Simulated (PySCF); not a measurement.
C3H7O (SMILES C[CH]OC), doublet, at a GFN2-xTB geometry. Base run: MP2/def2-SVP run with PySCF.

Here is a job for PySCF.
```python
from pyscf import gto, scf, mp

mol = gto.M(
    atom='''
O     0.07101639   -0.66456001    0.19109071
C    -0.06692834    0.67303357   -0.09082657
C     1.35818535   -1.19034893    0.02589577
C    -1.44549983    1.21108447   -0.04695723
H     0.68863969    1.12953665   -0.71319426
H     1.29299347   -2.25508650    0.24458366
H     1.71840718   -1.04941663   -1.00022698
H     2.07110162   -0.72074430    0.71400912
H    -1.97038421    1.09659057   -1.00448575
H    -2.01653063    0.67958044    0.71033681
H    -1.42690127    2.27340509    0.19157975
''',
    basis='def2-svp',
    spin=1,
    verbose=4,
)

mf = scf.UHF(mol)
mf.kernel()

pt = mp.MP2(mf)
pt.kernel()
print('E(MP2) = %.10f' % pt.e_tot)
mf.analyze()
```

The base run was repeated with changes; each row names its change, and settings that it needs were set with it.

```tsv
change	ΔE vs base (kcal/mol)	MP2 correlation (Eh)	basis functions
base	0.000	-0.59899	91
cart = on	-18.58	-0.61756	95
frozen = 5	44.79	-0.52762	91
frozen = 4	7.36	-0.58725	91
density fitting = JK and correlation	0.217	-0.59876	91
frozen = 3	5.28	-0.59057	91
```

Open shells are given as the SCF converged; they aren't shown to be the lowest states, and a large step between rows can be another state.
